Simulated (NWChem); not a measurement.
System: C$_{2}$H$_{2}$F$_{2}$OSi; SMILES C1O[Si](F)(C=1)F

```xyz
8

F     -0.0113     1.3200    -1.2711
Si     0.0862     0.3521     0.0000
F     -0.0113     1.3200     1.2711
C      1.1184    -1.1391     0.0000
C     -0.0806    -1.7629     0.0000
O     -1.1244    -0.8621     0.0000
H      2.1203    -1.5572     0.0000
H     -0.3551    -2.8240     0.0000
```
Atoms are numbered in this order, from 1.

All runs: NWChem. Pople sets run with spherical d functions. The geometry was optimised at PBE0/def2-SVP. Ions are spin-unrestricted doublets at the neutral geometry; other ion states weren't tried. Functional: LC-ωPBE (HJS hole) with 6-31G*; rows give the range parameter ω in 1/bohr.

For range parameter (1/bohr) 0.80:

```yaml
vertical ionisation energy, ΔSCF (eV): 10.11
"−ε(HOMO) (eV)": 11.10
```

Q: How do the values read with range parameter (1/bohr) 0.30 instead?

A: The vertical ionisation energy, ΔSCF (eV) is 9.82 and the −ε(HOMO) (eV) is 9.48.
